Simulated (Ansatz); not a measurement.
Species: stiff-stilbene, E form `c1ccc2c(c1)CC/C2=C1/CCc2ccccc21` (charge 0, multiplicity 1).

The numbers are results of PBE0-D3(BJ)/def2-SVP (Ansatz, a quantum-chemistry and plane-wave program), not measurements. No frequencies were computed at this level.

Ansatz 0.2 input:
```yaml
crystal:
  periodic: [false, false, false]
  atoms:
    - { symbol: C, position_ang: [4.438153, -1.524675, 0.503894] }
    - { symbol: C, position_ang: [3.424792, -2.366128, 0.076206] }
    - { symbol: C, position_ang: [2.142019, -1.888688, -0.140377] }
    - { symbol: C, position_ang: [1.870315, -0.543096, 0.080023] }
    - { symbol: C, position_ang: [2.912365, 0.305305, 0.481413] }
    - { symbol: C, position_ang: [4.184843, -0.174729, 0.702615] }
    - { symbol: C, position_ang: [2.430101, 1.715382, 0.622209] }
    - { symbol: C, position_ang: [1.025888, 1.688123, -0.00076] }
    - { symbol: C, position_ang: [0.64317, 0.22669, -0.078768] }
    - { symbol: C, position_ang: [-0.615458, -0.237566, -0.189834] }
    - { symbol: C, position_ang: [-1.018104, -1.69117, -0.074708] }
    - { symbol: C, position_ang: [-2.520013, -1.680054, 0.249012] }
    - { symbol: C, position_ang: [-2.951769, -0.289817, -0.099617] }
    - { symbol: C, position_ang: [-4.238607, 0.195857, -0.181671] }
    - { symbol: C, position_ang: [-4.434914, 1.523412, -0.535327] }
    - { symbol: C, position_ang: [-3.348721, 2.336256, -0.81341] }
    - { symbol: C, position_ang: [-2.052726, 1.853621, -0.724958] }
    - { symbol: C, position_ang: [-1.842796, 0.532295, -0.346748] }
    - { symbol: H, position_ang: [5.430695, -1.916939, 0.670185] }
    - { symbol: H, position_ang: [3.637155, -3.411398, -0.096991] }
    - { symbol: H, position_ang: [1.385262, -2.562764, -0.504764] }
    - { symbol: H, position_ang: [4.975101, 0.491476, 1.018337] }
    - { symbol: H, position_ang: [2.381494, 1.989367, 1.679637] }
    - { symbol: H, position_ang: [3.094961, 2.425377, 0.128237] }
    - { symbol: H, position_ang: [1.055623, 2.116828, -1.006184] }
    - { symbol: H, position_ang: [0.308319, 2.255361, 0.591691] }
    - { symbol: H, position_ang: [-0.845764, -2.199251, -1.027442] }
    - { symbol: H, position_ang: [-0.441115, -2.203187, 0.695086] }
    - { symbol: H, position_ang: [-3.076037, -2.432799, -0.311659] }
    - { symbol: H, position_ang: [-2.690289, -1.868065, 1.312611] }
    - { symbol: H, position_ang: [-5.082115, -0.44943, 0.018617] }
    - { symbol: H, position_ang: [-5.437235, 1.919518, -0.606855] }
    - { symbol: H, position_ang: [-3.512666, 3.362506, -1.109413] }
    - { symbol: H, position_ang: [-1.232026, 2.502581, -0.980188] }
basis:
  gaussian: { orbitals: def2-svp }
hamiltonian:
  xc: pbe0
  dispersion: d3bj
relax:
  max_steps: 150
```

Output:

```
Functional definition: PBE0
3905 factors; integrals over basis functions are off by at most 3.7e-4 eV
mean field evaluation 1: about -18875.8899 eV, gradient 7.5e1 eV
mean field evaluation 2: about -18877.3943 eV, gradient 7.3e1 eV
mean field evaluation 4: about -18891.2395 eV, gradient 4.6e0 eV
mean field evaluation 8: about -18891.4275 eV, gradient 1.1e-1 eV
mean field evaluation 16: about -18891.4275 eV, gradient 3.2e-5 eV
mean field -18891.42750095 eV, -694.2471555904 hartree, gradient 3.2e-5 eV, S^2 0.000000; 0 other end points of the search recorded, 0 dependent functions left out
reference -18891.42754506 eV, -694.2471572114 hartree; 62, 62 occupied and 270, 270 virtual orbitals, 3905 factors
relax step   1: F+E_penalty+E_count = -18892.52161389 eV  Δ(F+E_penalty+E_count) = +0.000e0 eV  max|allowed force component| = 4.374e-1 eV/Å  Δτ_max = 0.0000 Å  (32 SCF iters, accepted)
these checks for a lower state are left out or cut short: starts, cluster_reference, orbital_swaps, neighbouring_geometries, increment
3905 factors; integrals over basis functions are off by at most 3.8e-4 eV
mean field -18891.51220639 eV, -694.2502684579 hartree, gradient 1.3e-5 eV, S^2 0.000000; 0 other end points of the search recorded, 0 dependent functions left out
reference -18891.51225081 eV, -694.2502700902 hartree; 62, 62 occupied and 270, 270 virtual orbitals, 3905 factors
relax step   2: F+E_penalty+E_count = -18892.60209492 eV  Δ(F+E_penalty+E_count) = -8.048e-2 eV  max|allowed force component| = 1.470e-1 eV/Å  Δτ_max = 0.0446 Å  (34 SCF iters, accepted)
these checks for a lower state are left out or cut short: starts, cluster_reference, orbital_swaps, neighbouring_geometries, increment
3905 factors; integrals over basis functions are off by at most 3.9e-4 eV
mean field evaluation 32: about -18891.5209 eV, gradient 4.5e-4 eV
mean field -18891.52087692 eV, -694.2505870942 hartree, gradient 1.2e-5 eV, S^2 0.000000; 0 other end points of the search recorded, 0 dependent functions left out
reference -18891.52092143 eV, -694.2505887299 hartree; 62, 62 occupied and 270, 270 virtual orbitals, 3905 factors
relax step   3: F+E_penalty+E_count = -18892.60872653 eV  Δ(F+E_penalty+E_count) = -6.632e-3 eV  max|allowed force component| = 3.030e-2 eV/Å  Δτ_max = 0.0229 Å  (34 SCF iters, accepted)
these checks for a lower state are left out or cut short: starts, cluster_reference, orbital_swaps, neighbouring_geometries, increment
3905 factors; integrals over basis functions are off by at most 3.9e-4 eV
mean field -18891.52129515 eV, -694.2506024638 hartree, gradient 1.2e-5 eV, S^2 0.000000; 0 other end points of the search recorded, 0 dependent functions left out
reference -18891.52133962 eV, -694.2506040978 hartree; 62, 62 occupied and 270, 270 virtual orbitals, 3905 factors
relax step   4: F+E_penalty+E_count = -18892.60927522 eV  Δ(F+E_penalty+E_count) = -5.487e-4 eV  max|allowed force component| = 2.543e-2 eV/Å  Δτ_max = 0.0212 Å  (34 SCF iters, accepted)
these checks for a lower state are left out or cut short: starts, cluster_reference, orbital_swaps, neighbouring_geometries, increment
3905 factors; integrals over basis functions are off by at most 3.9e-4 eV
mean field -18891.52155893 eV, -694.2506121574 hartree, gradient 1.7e-5 eV, S^2 0.000000; 0 other end points of the search recorded, 0 dependent functions left out
reference -18891.52160337 eV, -694.2506137905 hartree; 62, 62 occupied and 270, 270 virtual orbitals, 3905 factors
relax step   5: F+E_penalty+E_count = -18892.60959841 eV  Δ(F+E_penalty+E_count) = -3.232e-4 eV  max|allowed force component| = 1.388e-2 eV/Å  Δτ_max = 0.0110 Å  (27 SCF iters, accepted)
these checks for a lower state are left out or cut short: starts, cluster_reference, orbital_swaps, neighbouring_geometries, increment
3905 factors; integrals over basis functions are off by at most 3.9e-4 eV
mean field -18891.52174386 eV, -694.2506189537 hartree, gradient 2.2e-5 eV, S^2 0.000000; 0 other end points of the search recorded, 0 dependent functions left out
reference -18891.52178828 eV, -694.2506205859 hartree; 62, 62 occupied and 270, 270 virtual orbitals, 3905 factors
relax step   6: F+E_penalty+E_count = -18892.60976992 eV  Δ(F+E_penalty+E_count) = -1.715e-4 eV  max|allowed force component| = 9.540e-3 eV/Å  Δτ_max = 0.0129 Å  (27 SCF iters, accepted)
these checks for a lower state are left out or cut short: starts, cluster_reference, orbital_swaps, neighbouring_geometries, increment
3905 factors; integrals over basis functions are off by at most 3.9e-4 eV
mean field evaluation 64: about -18891.5219 eV, gradient 1.2e-5 eV
mean field -18891.52190376 eV, -694.2506248297 hartree, gradient 1.2e-5 eV, S^2 0.000000; 0 other end points of the search recorded, 0 dependent functions left out
reference -18891.52194815 eV, -694.2506264610 hartree; 62, 62 occupied and 270, 270 virtual orbitals, 3905 factors
relax step   7: F+E_penalty+E_count = -18892.60986366 eV  Δ(F+E_penalty+E_count) = -9.375e-5 eV  max|allowed force component| = 5.601e-3 eV/Å  Δτ_max = 0.0169 Å  (34 SCF iters, accepted)
3905 factors; integrals over basis functions are off by at most 3.9e-4 eV
mean field -18891.52190376 eV, -694.2506248297 hartree, gradient 1.2e-5 eV, S^2 0.000000; 1 other end points of the search recorded, 0 dependent functions left out
reference -18891.52194815 eV, -694.2506264610 hartree; 62, 62 occupied and 270, 270 virtual orbitals, 3905 factors
Total energy: -18892.60990805 eV, -694.2906082500 hartree
Atom 0 at     4.472728    -1.532023     0.472999 Å, force    -0.000707    -0.003757     0.002346 eV/Å
Atom 1 at     3.436728    -2.388969     0.096765 Å, force     0.002730     0.001363    -0.002596 eV/Å
Atom 2 at     2.143127    -1.905548    -0.090844 Å, force    -0.001315     0.003862     0.002713 eV/Å
Atom 3 at     1.880505    -0.541825     0.104686 Å, force     0.001847    -0.001206    -0.001656 eV/Å
Atom 4 at     2.937170     0.317361     0.467372 Å, force     0.000454    -0.004567     0.002169 eV/Å
Atom 5 at     4.224329    -0.170655     0.657006 Å, force    -0.000161     0.002674    -0.001027 eV/Å
Atom 6 at     2.445963     1.728619     0.615405 Å, force    -0.003649    -0.000042     0.001618 eV/Å
Atom 7 at     1.033790     1.697147     0.008468 Å, force     0.002921     0.000979    -0.005211 eV/Å
Atom 8 at     0.642720     0.233667    -0.042788 Å, force     0.000270    -0.003366     0.001388 eV/Å
Atom 9 at    -0.622411    -0.241635    -0.154078 Å, force    -0.000519     0.003464     0.001030 eV/Å
Atom 10 at    -1.027796    -1.699492    -0.066593 Å, force    -0.001805    -0.001417    -0.005601 eV/Å
Atom 11 at    -2.534264    -1.693924     0.240200 Å, force     0.003242     0.000202     0.002320 eV/Å
Atom 12 at    -2.973289    -0.303163    -0.117409 Å, force    -0.000849     0.004722     0.001658 eV/Å
Atom 13 at    -4.267997     0.187817    -0.233897 Å, force     0.000345    -0.002746    -0.000755 eV/Å
Atom 14 at    -4.462402     1.527976    -0.573109 Å, force     0.000245     0.003938     0.002132 eV/Å
Atom 15 at    -3.364409     2.360571    -0.797612 Å, force    -0.002154    -0.001589    -0.002981 eV/Å
Atom 16 at    -2.063770     1.874384    -0.678203 Å, force     0.000702    -0.003621     0.003224 eV/Å
Atom 17 at    -1.857810     0.532919    -0.324660 Å, force    -0.001460     0.001055    -0.002089 eV/Å
Atom 18 at     5.482012    -1.926482     0.613255 Å, force    -0.000425    -0.000364     0.000043 eV/Å
Atom 19 at     3.642598    -3.450205    -0.062419 Å, force    -0.000277    -0.000876    -0.001008 eV/Å
Atom 20 at     1.359045    -2.589548    -0.412507 Å, force     0.000938    -0.001648     0.001196 eV/Å
Atom 21 at     5.035526     0.504869     0.941709 Å, force    -0.000855     0.000448    -0.001125 eV/Å
Atom 22 at     2.407340     2.002235     1.684341 Å, force     0.001582     0.000527    -0.000224 eV/Å
Atom 23 at     3.108957     2.459936     0.128497 Å, force    -0.000593    -0.000349    -0.001469 eV/Å
Atom 24 at     1.050708     2.117262    -1.013119 Å, force    -0.001765     0.002717     0.002761 eV/Å
Atom 25 at     0.314894     2.296456     0.585366 Å, force    -0.001572    -0.001172     0.000216 eV/Å
Atom 26 at    -0.839543    -2.200199    -1.033171 Å, force     0.001143    -0.002473     0.003271 eV/Å
Atom 27 at    -0.446602    -2.244710     0.690866 Å, force     0.001504     0.001199     0.000438 eV/Å
Atom 28 at    -3.090078    -2.467341    -0.311490 Å, force     0.000883     0.000235    -0.001340 eV/Å
Atom 29 at    -2.716657    -1.880728     1.312962 Å, force    -0.001507    -0.000556    -0.000499 eV/Å
Atom 30 at    -5.125756    -0.469416    -0.067399 Å, force     0.001062    -0.000530    -0.000888 eV/Å
Atom 31 at    -5.475786     1.924047    -0.673630 Å, force     0.000410     0.000370     0.000099 eV/Å
Atom 32 at    -3.524722     3.403911    -1.079897 Å, force     0.000484     0.000795    -0.000997 eV/Å
Atom 33 at    -1.224948     2.536883    -0.886971 Å, force    -0.001149     0.001731     0.000844 eV/Å
Dipole moment:    -0.003503     0.001376     0.033941 e Å
```

Cost: roughly 15 core-minutes.
